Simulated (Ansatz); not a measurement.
Calculated with Ansatz (gas phase, PBE0-D4/def2-TZVP geometries, no zero-point term in ΔE). CCSD(T)/CBS adds triple-zeta CCSD(T) − MP2 to the extrapolated MP2 energy (def2 sets, frozen cores). DFT in def2-TZVPP. Each species was taken in one conformer, which may not be the lowest.

`CC(F)(F)[SiH2]F` + `C=NBC[SiH3]` → `F[SiH2]BC[SiH3]` + `C=NC(C)(F)F`  (formal exchange of groups at the Si–C bond)

Problem. Is it downhill or uphill in electronic energy at CCSD(T)/CBS, and by how much? (Best estimate.)

Solution. Computed: Uphill: ΔE = +109.5 kJ/mol.

Problem. What do these levels give: PBE-D4, PBE0-D4, CCSD(T)/def2-TZVPP, SCS-MP2/def2-QZVPP, HF/CBS(def2), CCSD/CBS(def2)? (An estimate is asked.)

Solution. Computed: PBE-D4 120.7, PBE0-D4 111.5, CCSD(T)/def2-TZVPP 105.9, SCS-MP2/def2-QZVPP 112.6, HF/CBS(def2) 100.1, CCSD/CBS(def2) 108.5 kJ/mol.

Largest T1 diagnostic among the species: 0.014.

From PBE to PBE0 (25 % exact exchange), in def2-TZVPP and without D4, ΔE moves by −9.4 kJ/mol. In def2-TZVPP, CCSD(T) changes the Hartree–Fock value by +6.4 kJ/mol (the triples alone add +1.0 kJ/mol) and MP2 by +12.7 kJ/mol.
